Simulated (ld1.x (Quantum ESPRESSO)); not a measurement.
## How hard is this Kr (Z = 36) ultrasoft potential?

krypton (Kr), ultrasoft, made with ld1.x (Quantum ESPRESSO) 7.5 (LDA (PZ), scalar-relativistic). Core [Ar] 3d10, reference 4s2 4p5.75 (charge +0.25). Waves: 4s (bound): rcut 1.25, rcutus 1.40 bohr; 4s channel at -0.45 Ry: rcut 1.25, rcutus 1.40 bohr; 4p (bound): rcut 1.45, rcutus 1.55 bohr; 4p channel at -0.1 Ry: rcut 1.45, rcutus 1.55 bohr; 4d channel at 0.35 Ry: rcut 1.35, rcutus 1.45 bohr; 4d channel at 2.85 Ry: rcut 1.35, rcutus 1.45 bohr. Local part: all-electron potential smoothed inside 1.15 bohr (lloc = -2). Core correction: none. Augmentation charge: PSQ, inside the norm-conserving radii.

The pseudo-atom Hamiltonian at the reference potential is diagonalised in spherical Bessel functions j_l(qr) that vanish at 20 bohr, with q² up to the cutoff. All-electron valence levels (Ry): 4s -1.8983, 4p -0.8707.

**Question.** How do the lowest levels (Ry) of each channel move with the cutoff, and are there ghosts?

**Answer.**

```csv
cutoff (Ry),s #1,p #1,d #1,d #2,f #1,f #2,Σ f·Δε (mRy)
8,-1.8670,-0.8261,0.0262,0.0944,0.0806,0.2092,320.0
12,-1.8823,-0.8627,0.0258,0.0930,0.0806,0.2092,78.8
15,-1.8899,-0.8685,0.0258,0.0929,0.0806,0.2091,30.3
21,-1.8974,-0.8700,0.0258,0.0928,0.0806,0.2091,6.4
25,-1.8977,-0.8703,0.0258,0.0928,0.0806,0.2091,4.0
35,-1.8980,-0.8707,0.0258,0.0928,0.0806,0.2091,1.6
40,-1.8982,-0.8707,0.0258,0.0928,0.0806,0.2091,0.8
50,-1.8983,-0.8707,0.0258,0.0928,0.0806,0.2091,0.5
400,-1.8984,-0.8708,0.0258,0.0928,0.0806,0.2091,0.0
```

Result: no extra level below or beside the all-electron valence levels (s, p, d, f tested); 10 mRy is reached at 21 Ry and 1 mRy at 40 Ry.
